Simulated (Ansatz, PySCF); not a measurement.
C₂H₂Cl₂F₂, SMILES ClC(Cl)C(F)F.

Geometry: PBE0-D3(BJ)/def2-SVP. The values are those of a single conformer.

Vertical ionisation energy (IE) and electron affinity (EA) in eV. Rows of orbital energies are one-electron estimates. Where ΔSCF, EOM or ADC give a negative EA the extra electron is unbound and the value depends on the basis.

| level | IE | EA |
|---|---|---|
| −ε(HOMO), −ε(LUMO), r2SCAN/def2-TZVP (PySCF) | 7.92 | 1.24 |
| −ε(HOMO), −ε(LUMO), PBE/def2-TZVP (PySCF) | 7.56 | 1.43 |
| ΔSCF, PBE0/def2-SVPD (Ansatz), final states of multiplicity 2 and 2 | [?] | [?] |
| ΔSCF, PBE/def2-SVPD (Ansatz), final states of multiplicity 2 and 2 | 10.80 | -0.93 |

**Question.** Complete the blanks. (The exact figures need the calculation; the answer reports its results.)

**Answer.** 
- ΔSCF, PBE0/def2-SVPD (Ansatz, an electronic-structure program), final states of multiplicity 2 and 2, IE: 11.39
- ΔSCF, PBE0/def2-SVPD (Ansatz), final states of multiplicity 2 and 2, EA: -1.13

**Question.** What vertical singlet–triplet gap does ΔSCF give with PBE0/def2-SVPD (Ansatz) and with PBE/def2-SVPD (Ansatz)? (The exact figures need the calculation; the answer reports its results.)

**Answer.** 6.54 and 6.04 eV (triplet above singlet where positive).
